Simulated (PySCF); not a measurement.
How methods differ on the ionisation energy of Mo³⁵⁺

Mo³⁵⁺ [He] 2s2 2p3 (4S) → Mo³⁶⁺ [He] 2s2 2p2 (3P), as a difference of total energies. Computed with PySCF 2.14 in an uncontracted even-tempered set (19 s from 13 bohr⁻², ratio 2.2; 12 p from 17 bohr⁻², ratio 2.2; 6 d from 68 bohr⁻², ratio 2.4; 5 f from 100 bohr⁻², ratio 2.4; 4 g from 150 bohr⁻², ratio 2.4), with the spin-free X2C one-electron Hamiltonian (Gaussian nucleus). Correlated levels: nothing frozen; virtual orbitals above 40 to 60 times the deepest correlated orbital energy dropped. The calculations carry no spin-orbit coupling.

| method | ionisation energy (eV) |
| --- | --- |
| UHF | 4858.2 |
| LDA | 4854.7 |
| PBE | 4855.3 |
| PBE0 | 4856.4 |
| r2SCAN | 4858.9 |
| BLYP | 4856.1 |
| PW91 | 4856.3 |
| MP2 (all electrons) | 4858.1 |
| SCS-MP2 (all electrons) | 4857.6 |

Spin-orbit coupling is strong in these open shells (close to jj coupling). The scalar numbers leave it out and a first-order estimate fails, so it can dominate the gap to the real levels.

For this ion Breit and QED terms and the two-electron picture change, all absent here, outweigh the differences among the correlated methods.

For comparison: 4800 ± 30 eV (semi-empirical (NIST evaluation); NIST Atomic Spectra Database, ionization energies).
